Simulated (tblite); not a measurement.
Run record: tight-binding relaxation, SiCl2(SBu)2 (`CCCCS[Si](Cl)(Cl)SCCCC`).

Computed with GFN2-xTB geometry optimisation, gas phase (tblite 0.8.0). Start geometry: from a force field or distance geometry. A driver script takes a list of jobs; this job's settings line and coordinates (Å) are shown.

Command:
```bash
OMP_NUM_THREADS=2 python probes_run.py task.json out
```

Input:
```
{"job": {"kind": "relax", "xc": "GFN2-xTB", "basis": "xTB"}, "charge": 0, "multiplicity": 1}
C     -5.922000    -0.461200     0.208600
C     -4.438400    -0.482900    -0.078900
C     -3.736700     0.777000     0.432200
C     -2.242700     0.761200     0.211300
S     -1.837300     0.864900    -1.567300
Si     0.289200     0.682200    -1.480200
Cl     1.016600     0.813100    -3.361900
Cl     1.108200     2.198100    -0.370600
S      0.753800    -1.195800    -0.517800
C      2.413400    -0.908200     0.180700
C      3.485200    -0.806000    -0.896300
C      4.888500    -0.690300    -0.296000
C      5.114800     0.632200     0.443800
H     -6.396600    -1.373100    -0.147300
H     -6.400200     0.394200    -0.291600
H     -6.120200    -0.365400     1.289800
H     -4.260300    -0.582800    -1.138600
H     -3.989700    -1.360900     0.422200
H     -4.164000     1.650500    -0.081100
H     -3.930700     0.901400     1.505000
H     -1.814000    -0.168000     0.598000
H     -1.769300     1.608800     0.707500
H      2.369700    -0.001900     0.800800
H      2.582000    -1.778500     0.816200
H      3.295500     0.071700    -1.521300
H      3.427200    -1.695400    -1.520100
H      5.070400    -1.517000     0.385900
H      5.615100    -0.767900    -1.107600
H      4.912400     1.473100    -0.224900
H      4.483800     0.712100     1.317100
H      6.160100     0.703400     0.763600
```

Output:
```
step      E/eV     max force
  0   -1190.98039    0.881
  1   -1191.00645    0.151
  2   -1191.00868    0.069
  3   -1191.00991    0.042
  4   -1191.01019    0.035
  5   -1191.01046    0.027
  6   -1191.01058    0.026
  7   -1191.01071    0.020
  8   -1191.01080    0.023
  9   -1191.01087    0.016
... (42 lines left out)
 52   -1191.01370    0.012
 53   -1191.01373    0.013
 54   -1191.01377    0.017
 55   -1191.01380    0.015
 56   -1191.01382    0.011
 57   -1191.01385    0.011
 58   -1191.01388    0.015
 59   -1191.01392    0.020
 60   -1191.01396    0.017
 61   -1191.01399    0.011
```

«max force» is the largest atomic force in eV/Å.

Task: From which step on does the largest force stay under 0.1 eV/Å, and how much energy is left to gain from there?

Result: From step 2 (0.069 eV/Å), 5.3 meV above the end.

Main results: energy lowered by 0.8 kcal/mol over 61 steps; largest atomic force 0.011 eV/Å at the end.

The run took 2.6 s wall, 5.2 s CPU on 2 threads of an Intel Xeon Platinum 8259CL at 2.50 GHz, no GPU, shared host.
Labels such as C1 count atoms from 1, the log's own numbers from 0.
